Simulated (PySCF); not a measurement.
Germanium: a sound run and one with changed settings

Sound run: Ge [Ar] 3d10 4s2 4p2, Ge⁺ [Ar] 3d10 4s2 4p1. Computed with PySCF 2.14 in pcseg-2 (6s5p3d1f, 43 functions), with the non-relativistic Hamiltonian (point nucleus). The sound run starts from symmetry-adapted Hartree-Fock orbitals and uses a fine grid where one is needed.

A second run was set up differently.

```
species  method  sound run (hartree)  changed run (hartree)  converged
     Ge     UHF          -2075.33289            -2075.33289        yes
     Ge     PBE          -2076.65075            -2076.63173        yes
     Ge  r2SCAN          -2076.93983            -2077.06467        yes
    Ge⁺     UHF          -2075.05916            -2075.05916        yes
    Ge⁺     PBE          -2076.35927            -2076.34041        yes
    Ge⁺  r2SCAN          -2076.64236            -2076.76678        yes
```

Ionisation energy of Ge:

| method | sound run (eV) | changed run (eV) |
| --- | --- | --- |
| UHF | 7.448 | 7.448 |
| PBE | 7.932 | 7.927 |
| r2SCAN | 8.095 | 8.106 |

What was changed?
A. level shift left on
B. a valence shell is frozen
C. radial grid too coarse
D. basis contracted for another Hamiltonian

C. It used radial step 0.5 in ln r (0.13 in the sound run). A coarse radial grid mis-integrates the density and the exchange-correlation energy, with errors of either sign; Hartree-Fock needs no grid.
